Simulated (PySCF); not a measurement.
Cartesian coordinates in Å; atom numbers follow the order of the lines, from 1:
```xyz
19

N     2.3329    0.5682    0.3240
C     1.8304   -0.7748    0.5900
Si    0.4296   -1.3673   -0.5444
C    -1.0597   -0.2008   -0.4913
Si   -1.9342   -0.2195    1.1776
Si   -0.7192    1.5621   -1.0662
H     2.5237    0.7160   -0.6645
H     1.6713    1.2829    0.6147
H     1.5020   -0.8297    1.6420
H     2.6615   -1.5004    0.5235
H    -0.0156   -2.7504   -0.1709
H     0.9428   -1.4010   -1.9535
H    -1.7781   -0.6138   -1.2258
H    -2.3922   -1.6008    1.5209
H    -0.9974    0.2479    2.2465
H    -3.1196    0.6936    1.1690
H     0.3018    1.6062   -2.1588
H    -0.2302    2.4124    0.0650
H    -1.9822    2.1779   -1.5782
```

Geometry: PBE0-D3(BJ)/def2-SVP; GIAO shifts from PySCF 2.14.0 with density-fitted response routines, gas phase, non-relativistic, averaged over equivalent atoms.

At B3LYP/pcSseg-1 (188 basis functions, 25 s wall time on 1 thread of an Arm Neoverse V1, shared host):
| atoms | δ (ppm) |
| --- | --- |
| N1 | 31.7 |
| C2 | 30.3 |
| C4 | -22.6 |
| Si3 | -31.7 |
| Si5/Si6 | -64.3 |
| H11/H12 | 4.16 |
| H14/H15/H16/H17/H18/H19 | 4.02 |
| H9/H10 | 2.49 |
| H7/H8 | -0.11 |
| H13 | -0.96 |

δ = σ(ref) − σ, references computed at the same level: NH3 for 15N (σref 263.54); 13C (σref 179.24), 29Si (σref 337.86), 1H (σref 31.38) against TMS.

Task: What do these become at PBE0/pcSseg-1?

Result: 
```csv
atoms,δ at PBE0/pcSseg-1,change
N1,27.9,-3.8
C2,28.6,-1.7
C4,-24.3,-1.7
Si3,-31.1,+0.6
Si5/Si6,-63.2,+1.1
H11/H12,4.26,+0.10
H14/H15/H16/H17/H18/H19,4.10,+0.08
H9/H10,2.49,+0.00
H7/H8,-0.14,-0.03
H13,-0.93,+0.03
```

δ = σ(ref) − σ, references computed at the same level: 15N (σref 265.67) against NH3; 13C (σref 184.41), 29Si (σref 351.99), 1H (σref 31.27) vs TMS.

The largest change is at N1 (amine nitrogen). Cost: 188 basis functions, 50 s wall time on 1 thread of an Arm Neoverse V1, shared host.

Experimental scales use liquid or dissolved standards, which lie at an offset from isolated NH3 (liquid NH3: subtract about 20 ppm).
